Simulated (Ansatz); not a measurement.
Stepwise reaction of `C[SiH3]` with water, as a gas-phase model of exchange steps in deposition or etching. ΔE in kJ/mol; ΔG adds harmonic PBE0-D4 terms to CCSD(T)/CBS, at 1 bar.

Program: Ansatz. Geometries: PBE0-D4/def2-TZVP. ΔE: electronic, gas phase. CCSD(T)/CBS is the MP2 limit (def2-TZVPP, def2-QZVPP) plus CCSD(T) − MP2 in def2-TZVPP, frozen cores. This one scheme is used for every species. DFT in def2-TZVPP. B3LYP here is the variant with VWN-RPA as its local correlation; programs differ in this. Each species was taken in one conformer, which may not be the lowest.

| step | reaction | PBE-D4 | B3LYP-D4 | ωB97M-V | CCSD(T)/CBS | ΔG(600 K) |
| --- | --- | --- | --- | --- | --- | --- |
| 1 | `C[SiH3]` + H₂O → `C[SiH2]O` + H₂ | -64.1 | -70.7 | -71.3 | -69.1 | -71.4 |
| 3 | `C[SiH](O)O` + H₂O → `C[Si](O)(O)O` + H₂ | -94.2 | -101.3 | -102.4 | -98.9 | -96.6 |

Q: Give the row of step 2, `C[SiH2]O` + H₂O → `C[SiH](O)O` + H₂. (Best estimate.)

A: Computed: 
```tsv
step	reaction	PBE-D4	B3LYP-D4	ωB97M-V	CCSD(T)/CBS	ΔG(600 K)
2	`C[SiH2]O` + H₂O → `C[SiH](O)O` + H₂	-93.2	-98.8	-100.2	-96.6	-88.8
```

Q: By hand: ΔE of the 3 steps together at CCSD(T)/CBS.

A: (-69.1) + (-96.6) + (-98.9) = -264.6 kJ/mol, or -88.2 kJ/mol a step.

In ΔE each step is lower than the one before. All are downhill at CCSD(T)/CBS. ΔG lies between -96.6 and -71.4 kJ/mol a step. PBE-D4 differs from CCSD(T)/CBS by 3.4 to 5.0 kJ/mol a step. Isolated molecules leave out the surface, adducts and barriers. Largest T1 diagnostic: 0.011.
